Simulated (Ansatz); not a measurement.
CH3BrF2OZr (`C[O][Zr]([F])([F])[Br]`). Total charge 0; spin multiplicity 1. Zr takes the def2 core potential.

```json
{"atom": "C1", "x (Å)": "1.3540", "y (Å)": "0.8626", "z (Å)": "-0.5967"}
{"atom": "O2", "x (Å)": "0.2879", "y (Å)": "0.1049", "z (Å)": "-0.1067"}
{"atom": "Zr3", "x (Å)": "-1.1670", "y (Å)": "-0.8862", "z (Å)": "0.5516"}
{"atom": "F4", "x (Å)": "-1.5048", "y (Å)": "-2.3295", "z (Å)": "-0.6367"}
{"atom": "F5", "x (Å)": "-0.7085", "y (Å)": "-1.5728", "z (Å)": "2.2626"}
{"atom": "Br6", "x (Å)": "-3.1757", "y (Å)": "0.6244", "z (Å)": "0.7087"}
{"atom": "H7", "x (Å)": "1.0259", "y (Å)": "1.8888", "z (Å)": "-0.7809"}
{"atom": "H8", "x (Å)": "1.7189", "y (Å)": "0.4325", "z (Å)": "-1.5330"}
{"atom": "H9", "x (Å)": "2.1692", "y (Å)": "0.8752", "z (Å)": "0.1313"}
```

Task: What are the harmonic wavenumbers in cm⁻¹ at PBE0-D4/def2-TZVP (Ansatz, finite differences of forces, unscaled)? (Estimate.)

Result: The calculation gave: 44, 54, 71, 113, 130, 165, 191, 205, 299, 552, 664, 671, 1176, 1178, 1221, 1476, 1488, 1489, 3036, 3116, 3116.

Task: Is this a minimum?

Result: Yes, all 21 modes are real.

Task: Give the ideal-gas thermochemistry at 298.15 K and 1 bar (rigid rotor, harmonic oscillator; point group Cs, symmetry number 1).

Result: Zero-point energy 122.3 kJ/mol; H(298) − E = 149.4 kJ/mol; entropy 426.9 J/(mol·K), of which translation 177.2, rotation 125.6, vibration 124.0; G(298) − E = 22.1 kJ/mol. Modes under 100 cm⁻¹ are hindered rotations or soft bends, so the harmonic entropy is rough.

Task: And at 400, 500, 600, 800 and 1000 K?

Result: 
```tsv
T (K)	H − E (kJ/mol)	S (J/mol/K)	G − E (kJ/mol)
400	162.3	464.0	-23.3
500	176.1	494.7	-71.3
600	190.8	521.5	-122.1
800	222.5	567.0	-231.1
1000	256.4	604.8	-348.4
```

Task: Rotational constants (cm⁻¹)?

Result: 0.05692, 0.02969, 0.02486.
